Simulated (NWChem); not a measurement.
System: C₃H₇O₂, doublet; SMILES CC(O)C[O]

Here is an NWChem input.

```
start job
memory heap 200 mb stack 900 mb global 1100 mb
geometry units angstroms noautosym nocenter noautoz
  C      1.408521     0.635472     0.124510
  C     -0.021584     0.435713    -0.338700
  O     -0.884465     1.463380     0.085782
  C     -0.623063    -0.848610     0.225386
  O      0.029562    -1.987933    -0.064321
  H      1.859542     1.528523    -0.337280
  H      1.441944     0.758778     1.218862
  H      2.020437    -0.236177    -0.151368
  H     -0.030939     0.341642    -1.445003
  H     -0.544661     2.301566    -0.242052
  H     -0.691448    -0.762600     1.338987
  H     -1.695928    -0.932080    -0.067928
end
basis spherical
  C library 6-31g*
  O library 6-31g*
  H library 6-31g*
end
dft
  odft
  mult 2
  xc pbe0
  iterations 150
end
property
  efieldgrad
end
task dft property
```

Excerpt of the output:

```
             Northwest Computational Chemistry Package (NWChem) 7.3.0
             --------------------------------------------------------

                             Geometry "geometry" -> ""
                             -------------------------

 Output coordinates in angstroms (scale by  1.889725989 to convert to a.u.)

  No.       Tag          Charge          X              Y              Z
 ---- ---------------- ---------- -------------- -------------- --------------
    1 C                    6.0000     1.40852100     0.63547200     0.12451000
    2 C                    6.0000    -0.02158400     0.43571300    -0.33870000
    3 O                    8.0000    -0.88446500     1.46338000     0.08578200
    4 C                    6.0000    -0.62306300    -0.84861000     0.22538600
    5 O                    8.0000     0.02956200    -1.98793300    -0.06432100
    6 H                    1.0000     1.85954200     1.52852300    -0.33728000
    7 H                    1.0000     1.44194400     0.75877800     1.21886200
    8 H                    1.0000     2.02043700    -0.23617700    -0.15136800
    9 H                    1.0000    -0.03093900     0.34164200    -1.44500300
   10 H                    1.0000    -0.54466100     2.30156600    -0.24205200
   11 H                    1.0000    -0.69144800    -0.76260000     1.33898700
   12 H                    1.0000    -1.69592800    -0.93208000    -0.06792800

 Effective nuclear repulsion energy (a.u.)     184.8415096624

                              NWChem Property Module
                              ----------------------

  itol2e modified to match energy
  convergence criterion.

                                 NWChem DFT Module
                                 -----------------

 Summary of "ao basis" -> "ao basis" (spherical)
 ------------------------------------------------------------------------------
       Tag                 Description            Shells   Functions and Types
 ---------------- ------------------------------  ------  ---------------------
 C                           6-31g*                  6       14   3s2p1d
 O                           6-31g*                  6       14   3s2p1d
 H                           6-31g*                  2        2   2s

  itol2e modified to match energy
  convergence criterion.

            General Information
            -------------------
          SCF calculation type: DFT
          Wavefunction type:  spin polarized.
          No. of atoms     :    12
          No. of electrons :    41
           Alpha electrons :    21
            Beta electrons :    20
          Charge           :     0
          Spin multiplicity:     2
          Use of symmetry is: off; symmetry adaption is: off
          Maximum number of iterations: 150
          AO basis - number of functions:    84
                     number of shells:    44
          Convergence on energy requested:  1.00D-07
          Convergence on density requested:  1.00D-05
          Convergence on gradient requested:  5.00D-04

              XC Information
              --------------
                         PBE0 Method XC Functional
                     Hartree-Fock (Exact) Exchange  0.250
          PerdewBurkeErnzerhof Exchange Functional  0.750
            Perdew 1991 LDA Correlation Functional  1.000 local
           PerdewBurkeErnz. Correlation Functional  1.000 non-local

             Grid Information
             ----------------
          Grid used for XC integration:  fine
          Radial quadrature: Mura-Knowles
          Angular quadrature: Lebedev.
          Tag              B.-S. Rad. Rad. Pts. Rad. Cut. Ang. Pts.
          ---              ---------- --------- --------- ---------
          C                   0.70       70          10.0       590
          O                   0.60       70          11.0       590
          H                   0.35       60          11.0       590
          Grid pruning is: on
          Number of quadrature shells:   770
          Spatial weights used:  Erf1

[...]

          -----------------------
          Electric field gradient
          -----------------------

 1 a.u. = 0.324123 10**(16) esu/cm**3  ( or statvolts/cm**2 ) = 0.97174 10**(22) v/m**2

 ------------------------------------------------------------
   Atom      X         Y         Z
 ------------------------------------------------------------
    1 C    2.66172   1.20087   0.23529
 ------------------------------------------------------------

 Electric field gradient in molecular frame (a.u.)
         XX             YY             ZZ             XY             XZ             YZ
 ------------------------------------------------------------------------------------------
       -0.007086       0.004219       0.002867      -0.025258      -0.019307       0.007433

 Principal components (a.u.) and orientation
 of principal axis w.r.t. absolute frame                      Asymmetry parameter eta
 --------------------------------------------------------------------------------------
        0.034969      -0.031157      -0.003812                       0.781956

       -0.602814       0.796930       0.038952
        0.617331       0.496778      -0.610011
        0.505487       0.343677       0.791435

 ------------------------------------------------------------
   Atom      X         Y         Z
 ------------------------------------------------------------
    2 C   -0.04079   0.82338  -0.64005
 ------------------------------------------------------------

 Electric field gradient in molecular frame (a.u.)
         XX             YY             ZZ             XY             XZ             YZ
 ------------------------------------------------------------------------------------------
       -0.016446      -0.105541       0.121987       0.197593       0.073509      -0.100991

 Principal components (a.u.) and orientation
 of principal axis w.r.t. absolute frame                      Asymmetry parameter eta
 --------------------------------------------------------------------------------------
       -0.300415       0.160413       0.140001                       0.067947

       -0.596093      -0.046717       0.801555
        0.751256      -0.384759       0.536261
        0.283353       0.921834       0.264448

 ------------------------------------------------------------
   Atom      X         Y         Z
 ------------------------------------------------------------
    3 O   -1.67140   2.76539   0.16210
 ------------------------------------------------------------

 Electric field gradient in molecular frame (a.u.)
         XX             YY             ZZ             XY             XZ             YZ
 ------------------------------------------------------------------------------------------
        0.404578      -1.607062       1.202484       0.392305       0.896616       0.166513

 Principal components (a.u.) and orientation
 of principal axis w.r.t. absolute frame                      Asymmetry parameter eta
 --------------------------------------------------------------------------------------
        1.821617      -1.680863      -0.140754                       0.845463

        0.552105      -0.185225       0.812940
        0.103351       0.982696       0.153713
        0.827344       0.000848      -0.561695

 ------------------------------------------------------------
   Atom      X         Y         Z
 ------------------------------------------------------------
    4 C   -1.17742  -1.60364   0.42592
 ------------------------------------------------------------

 Electric field gradient in molecular frame (a.u.)
         XX             YY             ZZ             XY             XZ             YZ
 ------------------------------------------------------------------------------------------
        0.022049      -0.066338       0.044288       0.126346       0.037454      -0.064171

 Principal components (a.u.) and orientation
 of principal axis w.r.t. absolute frame                      Asymmetry parameter eta
 --------------------------------------------------------------------------------------
       -0.180391       0.112615       0.067776                       0.248564

       -0.543857       0.785645       0.294926
        0.778605       0.603512      -0.171896
        0.313041      -0.136144       0.939931

 ------------------------------------------------------------
   Atom      X         Y         Z
 ------------------------------------------------------------
    5 O    0.05586  -3.75665  -0.12155
 ------------------------------------------------------------

 Electric field gradient in molecular frame (a.u.)
         XX             YY             ZZ             XY             XZ             YZ
 ------------------------------------------------------------------------------------------
        0.672916       0.210576      -0.883492       1.034808      -1.488441      -0.759082

 Principal components (a.u.) and orientation
 of principal axis w.r.t. absolute frame                      Asymmetry parameter eta
 --------------------------------------------------------------------------------------
        2.342112      -1.793335      -0.548777                       0.531383

        0.725887       0.492233      -0.480411
        0.514830       0.074341       0.854063
       -0.456112       0.867283       0.199454

 ------------------------------------------------------------
   Atom      X         Y         Z
 ------------------------------------------------------------
    6 H    3.51402   2.88849  -0.63737
 ------------------------------------------------------------

 Electric field gradient in molecular frame (a.u.)
         XX             YY             ZZ             XY             XZ             YZ
 ------------------------------------------------------------------------------------------
        0.069449      -0.137656       0.068207      -0.138832       0.069720       0.147547

[...]
```

Level: PBE0/6-31G* (spherical d), spin-unrestricted. Structure relaxed at the PBE0/def2-SVP, spin-unrestricted level. No frequency run checked for a minimum. No stability test was run on the SCF state. NWChem prints the field gradient with the sign opposite to the second derivative of the potential.
